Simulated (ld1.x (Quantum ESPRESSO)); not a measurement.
**Before and after: RRKJ potential for nitrogen**

N (Z = 7), norm-conserving RRKJ (Kleinman–Bylander form), made with ld1.x (Quantum ESPRESSO) 7.5 (LDA (PZ), scalar-relativistic). Core [He], reference 2s2 2p2 (charge +1). Waves: 2s (bound): rc 1.10 bohr; 3d channel at 0.45 Ry: rc 2.20 bohr; 2p (bound): rc 2.05 bohr. Local part: the p channel. Core correction: Bessel-smoothed model core inside 0.55 bohr. rho0 = 0.001.

All-electron outer shells of the reference configuration (LDA (PZ), scalar-relativistic, ld1.x):

| shell | level (eV) | outermost node (bohr) | outermost maximum (bohr) |
| --- | --- | --- | --- |
| 2s | -32.25 | 0.32 | 0.99 |
| 2p | -20.82 | – | 0.91 |

Change: reference 2s1 2p4.

Cutoffs: the cutoffs (Ry, on a coarse ladder) from which the occupation-weighted sum of valence levels, in a spherical-Bessel basis at the reference potential, stays within 10 and 1 mRy of its value at 400 Ry; they do not see the model core or the augmentation charge, which bear on the density cutoff. Errors are all-electron minus pseudo energies relative to the spin-unpolarised reference configuration.

Task: What does the change do?

Result: The potential gets softer (90 Ry and 110 Ry → 70 Ry and 100 Ry); the range in which the d phases agree widens (upper end 3.0 → 4.2); neither file shows a bound ghost.

```csv
quantity,base,changed
"cutoff, loose",90 Ry,70 Ry
"cutoff, tight",110 Ry,100 Ry
loose cutoff by channel (10 mRy a level),"s 80 Ry, p 30 Ry","s 70 Ry, p 30 Ry"
bound ghosts,none,none
"largest error over its own tests, meV",+2088,+3708
s: phases at 2.39 bohr within 0.05 rad from the reference energy up to (Ry; the scan ends near 5),-0.2,0.8
p: phases at 2.39 bohr within 0.05 rad from the reference energy up to (Ry; the scan ends near 5),-0.0,0.9
d: phases at 2.39 bohr within 0.05 rad from the reference energy up to (Ry; the scan ends near 5),3.0,4.2
```
